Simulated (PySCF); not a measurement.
(3E)-2-fluoropenta-1,3-diene (C5H7F), SMILES C=C(F)/C=C/C. Coordinates come from a PBE-D3(BJ)/def2-SVP optimisation. One conformer was computed; it need not be the lowest.

All values below come from PBE-D3(BJ)/def2-SVP (PySCF).

Harmonic wavenumbers (cm⁻¹): 130, 176, 187, 216, 367, 416, 574, 593, 697, 793, 816, 854, 918, 954, 958, 1008, 1100, 1227, 1266, 1319, 1340, 1348, 1396, 1407, 1641, 1692, 2954, 3019, 3064, 3095, 3101, 3113, 3222. Rotational constants (GHz): 9.056, 1.895, 1.582; symmetry number 1.

Q: Work out the zero-point energy and the ideal-gas rigid-rotor harmonic-oscillator thermochemistry at 298.15 K and 1 atm.

A: ZPE = ½ Σ hcν = ½ × 44958 cm⁻¹ = 64.27 kcal/mol. H − E(el) = 69.14 kcal/mol. Entropy in cal/(mol K): translation 39.27, rotation 26.87, vibration 14.11, total 80.25. G − E(el) = 45.21 kcal/mol. Cp = 26.24 cal/(mol K). Modes under 150 cm⁻¹ make the vibrational entropy uncertain.
